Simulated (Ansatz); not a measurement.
Basis-set extrapolation for Al2Cl2H4 (`[AlH2-]1[Cl+][AlH2-][Cl+]1`) (PBE0-D4/def2-TZVP geometry, frozen core, Ansatz). Multiplicity 1, RHF reference.

|  | def2-TZVPP | def2-QZVPP |
| --- | --- | --- |
| HF | -1405.360157 | -1405.400476 |
| MP2 correlation | -0.558471 | -0.611529 |
| CCSD(T) correlation | -0.641837 | not run |

Energies in hartree. Use E(X) = E(∞) + A·exp(−7.88·√X) for Hartree–Fock and E(X) = E(∞) + B·X^(−2.97) for correlation, with X = 3 and 4, and add CCSD(T) minus MP2 of the smaller set to the MP2 limit.

**Question.** What is the CCSD(T) energy at the basis-set limit?

**Answer.** HF limit: -1405.400476 + (-0.040319) × 0.13774 = -1405.40603. MP2 limit: -0.611529 + (-0.053058) × 0.74074 = -0.65083. Higher-order term: -0.641837 − (-0.558471) = -0.08337. Total: -1406.14023 hartree, 362.9 kJ/mol below CCSD(T)/def2-TZVPP.
